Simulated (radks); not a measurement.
These are the eigenvalues of the occupied orbitals of an atom or ion with whole-number occupations (hartree). Method: Dirac Kohn-Sham, LDA (Slater exchange, Perdew-Wang correlation), spin-unpolarised, spherical densities, finite nucleus; Fermi nuclear charge, rms radius of each element as measured or else 0.836 A^(1/3) + 0.57 fm; computed with a radial shooting solver on a logarithmic mesh with Libxc functionals.

orbital  eigenvalue
1s1/2     -1483.529
2s1/2     -242.9319
2p1/2     -229.8505
2p3/2     -213.4558
3s1/2     -57.35885
3p1/2     -51.80309
3p3/2     -48.57942
3d3/2     -38.82196
3d5/2     -38.12877
4s1/2     -16.53821
4p1/2     -14.45769
4p3/2     -13.73937
4d3/2     -10.29278
4d5/2     -10.16251
5s1/2      -6.81715

Which element is it, and in what charge state? The configuration may be excited. Open shells, if any, fill j = l - 1/2 first.

Answer. Z = 58, cerium, charge +11: Ce11+ in [Kr] 4d10 5s1. The list shows which subshells hold electrons but not how many an open one holds; the 1s level, -1483.5 hartree, gives Z - s = 54.5 by -(Z - s)^2/2, which with screening and relativity narrows Z to a few neighbours, and the depths of the outer levels then fix element, charge and occupations together.
